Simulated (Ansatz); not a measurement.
Level of theory: frozen-core CCSD(T)/cc-pVTZ // PBE0-D4/def2-TZVP (Ansatz, a quantum-chemistry and plane-wave program). The restricted HF reference is unstable towards unrestricted orbitals.

Ansatz 0.2 input:
```yaml
crystal:
  periodic: [false, false, false]
  atoms:
    - { symbol: C, position_ang: [1.496159, 0.300729, 0.142677] }
    - { symbol: C, position_ang: [0.322477, 0.05618, 0.060145] }
    - { symbol: C, position_ang: [-1.085477, -0.2189, -0.101076] }
    - { symbol: O, position_ang: [-1.791647, -0.637831, 0.777157] }
    - { symbol: H, position_ang: [2.536533, 0.511747, 0.235443] }
    - { symbol: H, position_ang: [-1.478046, -0.011925, -1.114346] }
basis:
  gaussian: { orbitals: cc-pVTZ }
correlation:
  method: ccsd_t
```

Output:

```
Functional definition: HF
867 factors; integrals over basis functions are off by at most 8.6e-4 eV
mean field evaluation 1: about -5156.4666 eV, gradient 3.7e1 eV
mean field evaluation 2: about -5156.4720 eV, gradient 3.7e1 eV
mean field evaluation 4: about -5159.4944 eV, gradient 4.4e0 eV
mean field evaluation 8: about -5159.5658 eV, gradient 5.7e-1 eV
mean field evaluation 16: about -5158.4046 eV, gradient 2.6e1 eV
mean field -5159.56796334 eV, -189.6106253720 hartree, gradient 7.2e-6 eV, S^2 0.000000; 0 other end points of the search recorded, 0 dependent functions left out; unrestricted orbitals would lower it
4 core orbitals not correlated
reference -5159.56796334 eV, -189.6106253720 hartree; 10, 10 occupied and 134, 134 virtual orbitals, 867 factors
second order -18.56368689 eV of doubles, -0.00000000 eV of singles
cycle   1  -18.13385155 eV  change    4.3e-1 eV  update   1.1e-1
cycle   2  -18.69167684 eV  change   -5.6e-1 eV  update   3.8e-2
cycle   3  -18.83252966 eV  change   -1.4e-1 eV  update   1.9e-2
cycle   4  -18.82692513 eV  change    5.6e-3 eV  update   5.7e-3
cycle   5  -18.82804614 eV  change   -1.1e-3 eV  update   2.6e-3
cycle   6  -18.83006629 eV  change   -2.0e-3 eV  update   8.0e-4
cycle   7  -18.83001915 eV  change    4.7e-5 eV  update   3.5e-4
cycle   8  -18.82985252 eV  change    1.7e-4 eV  update   1.1e-4
cycle   9  -18.82986045 eV  change   -7.9e-6 eV  update   4.8e-5
cycle  10  -18.82985350 eV  change    6.9e-6 eV  update   1.8e-5
perturbative correction -0.95249271 eV, -0.0350034613 hartree
Total energy: -5179.35030955 eV, -190.3376131863 hartree
```

Cost: around 21 core-seconds (rough).
